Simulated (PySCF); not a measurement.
formamidinium (CH₅N₂), SMILES NC=[NH2+], charge +1.

Coordinates come from a PBE0-D3(BJ)/def2-TZVP optimisation. One conformer was computed; it need not be the lowest.

The numbers are results of PySCF with PBE/def2-TZVPD, not measurements.

The molecule is in vacuum.

```
Property                                                          Result
------------------------------------------------  ----------------------
total energy                                          -150.26265 hartree
point group                                                          C2v
highest occupied level                                         -13.05 eV
lowest empty level                                              -7.34 eV
orbital gap                                                      5.72 eV
dipole moment about the centre of nuclear charge               0.059 e·Å
mean static polarisability                          27.0 bohr³ (4.00 Å³)
polarisability, principal values                  18.4, 25.2, 37.4 bohr³
```
